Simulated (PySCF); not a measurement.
Job file and geometry (Å, from PBE0-D3(BJ)/def2-SVP) of an NMR shielding run on SMILES C(C)#C[B@@H-](CC)[N+]#CC, C₇H₁₂BN, GIAO CAM-B3LYP/pcSseg-1 NMR shielding, non-relativistic, gas phase (PySCF); density fitting, a coarse starting grid and PySCF grid level 2 are the driver's defaults:

```
$ OMP_NUM_THREADS=1 python probes_run.py task.json out

{"job": {"kind": "nmr", "xc": "CAM-B3LYP", "basis": "pcSseg-1", "pop": false}, "charge": 0, "multiplicity": 1}
C      2.997136     2.757078    -0.641770
C      2.022730     1.676594    -0.620458
C      1.213165     0.765085    -0.618468
B      0.198997    -0.433606    -0.609690
C      0.673043    -1.735214     0.240507
C     -0.312769    -2.895108     0.249762
N     -1.117113     0.100921     0.066749
C     -2.076923     0.459621     0.587045
C     -3.286545     0.919840     1.232403
H      3.516696     2.808963    -1.612469
H      2.517331     3.735200    -0.474043
H      3.765712     2.628146     0.137796
H     -0.184399    -0.738462    -1.739235
H      1.623852    -2.055742    -0.219002
H      0.932217    -1.442410     1.274148
H     -1.273095    -2.615528     0.718703
H      0.064575    -3.771091     0.803183
H     -0.546508    -3.227042    -0.774969
H     -3.400527     2.002444     1.077419
H     -4.157780     0.402207     0.805730
H     -3.238491     0.713985     2.311268
```

Task: Write the output of this run.

Result: 
```
coarse grid: 17192 points
cycle   1  E = -353.0865117477  dE =  1.121e+00  |g| = 5.911e-01  |ddm| = 4.127e+00
cycle   2  E = -353.0040335696  dE =  8.248e-02  |g| = 9.153e-01  |ddm| = 1.296e+00
cycle   3  E = -353.1892564318  dE = -1.852e-01  |g| = 1.534e-01  |ddm| = 6.696e-01
cycle   4  E = -353.1940219287  dE = -4.765e-03  |g| = 5.359e-02  |ddm| = 1.363e-01
cycle   5  E = -353.1946538285  dE = -6.319e-04  |g| = 8.819e-03  |ddm| = 5.969e-02
cycle   6  E = -353.1946737885  dE = -1.996e-05  |g| = 2.397e-03  |ddm| = 1.262e-02
cycle   7  E = -353.1946754367  dE = -1.648e-06  |g| = 5.612e-04  |ddm| = 3.092e-03
final grid: 165120 points
cycle   8  E = -353.2676268186  dE = -3.953e-05  |g| = 4.143e-03  |ddm| = 2.345e-02
cycle   9  E = -353.2676278662  dE = -1.048e-06  |g| = 3.644e-03  |ddm| = 6.216e-03
cycle  10  E = -353.2676309578  dE = -3.092e-06  |g| = 7.699e-04  |ddm| = 2.667e-03
cycle  11  E = -353.2676310732  dE = -1.155e-07  |g| = 3.133e-04  |ddm| = 6.918e-04
cycle  12  E = -353.2676310939  dE = -2.070e-08  |g| = 9.420e-05  |ddm| = 2.453e-04
cycle  13  E = -353.2676310960  dE = -2.030e-09  |g| = 2.861e-05  |ddm| = 8.995e-05
cycle  14  E = -353.2676310962  dE = -1.919e-10  |g| = 9.201e-06  |ddm| = 2.431e-05
converged SCF energy = -353.2676310962

GIAO shielding tensors (ppm)
atom      isotropic    diamagn.    paramagn.     s11        s22        s33       span
  0 C      177.971     248.773     -70.801    170.491    170.768    192.656     22.165
  1 C       85.414     276.315    -190.901     -3.774      3.106    256.910    260.684
  2 C       85.496     260.470    -174.974    -13.267     -5.521    275.277    288.544
  3 B      121.306     187.360     -66.053    107.144    126.121    130.654     23.511
  4 C      165.187     249.527     -84.340    160.538    163.578    171.445     10.908
  5 C      167.904     244.250     -76.346    156.438    163.702    183.571     27.133
  6 N       22.849     336.405    -313.556   -139.258   -126.109    333.914    473.171
  7 C       64.725     274.468    -209.743    -33.454    -28.941    256.571    290.024
  8 C      181.884     248.462     -66.578    174.109    174.342    197.202     23.093
  9 H       29.547      26.057       3.489     24.546     27.822     36.272     11.725
 10 H       29.706      29.101       0.605     24.692     28.307     36.119     11.427
 11 H       29.609      28.290       1.319     24.511     28.149     36.167     11.656
 12 H       28.791      31.255      -2.465     27.217     28.427     30.728      3.511
 13 H       30.728      31.441      -0.713     25.638     30.394     36.153     10.515
 14 H       31.040      33.594      -2.553     27.163     30.569     35.389      8.227
 15 H       30.822      31.358      -0.537     26.223     30.803     35.440      9.217
 16 H       30.162      27.544       2.619     25.431     27.581     37.474     12.043
 17 H       30.465      29.123       1.342     26.615     28.250     36.529      9.914
 18 H       29.100      27.291       1.809     24.134     27.137     36.028     11.893
 19 H       29.144      25.957       3.187     24.288     27.022     36.121     11.832
 20 H       29.125      27.736       1.389     24.184     27.250     35.941     11.758
```

Task: Turn these shieldings into chemical shifts. Referencing at the same level of theory: TMS for 13C (σ = 182.45 ppm), 1H (σ = 31.33 ppm); 11B (σ = 99.35 ppm) against BF3·OEt2; NH3 for 15N (σ = 267.29 ppm).

Result: Averaging equivalent atoms: C 7: 117.7; C 1: 97.0; C 2: 96.9; C 4: 17.3; C 5: 14.5; C 0: 4.5; C 8: 0.6; B 3: -22.0; N 6: 244.4; H 12: 2.54; H 18/19/20: 2.21; H 9/10/11: 1.71; H 15/16/17: 0.85; H 13: 0.60; H 14: 0.29 ppm. Experimental scales use liquid or dissolved standards, which lie at an offset from isolated NH3 (liquid NH3: subtract about 20 ppm). Unscaled 15N shifts of sp2 nitrogen come out 20 to 40 ppm too high even then.

Size and cost of the density-fitted run: 213 basis functions, 41 s wall time on 1 thread of an INTEL XEON PLATINUM 8581C, shared host; peak memory 1.2 GiB.
